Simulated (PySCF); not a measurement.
Calculation: B3LYP-D3(BJ)/def2-TZVP (PySCF 2.14.0). Isolated molecules, 0 K electronic values unless said otherwise. B3LYP has the VWN-RPA correlation part, as in Gaussian. Delta-SCF ions had no search for a lower state. Excitations are Tamm–Dancoff values on a coarser integration grid. The basis has no diffuse functions, so Rydberg states are missing or too high.

Reference species (SMILES): `N([SiH3])C#C` (neutral, multiplicity 1).

| Item | Result |
|---|---|
| S1 oscillator strength | 0.000 |
| T1 excitation (TDA) | 4.91 eV |
| vertical ionisation energy (Delta-SCF) | 8.70 eV |

Changed species: `N#CC[SiH3]`.

Predict the effect on the S1 oscillator strength, T1 excitation (TDA) and vertical ionisation energy (Delta-SCF).

the S1 oscillator strength is nearly the same; the T1 excitation (TDA) rises by 1.40 eV, to 6.31 eV; the vertical ionisation energy (Delta-SCF) increases by 2.46 eV, to 11.16 eV.
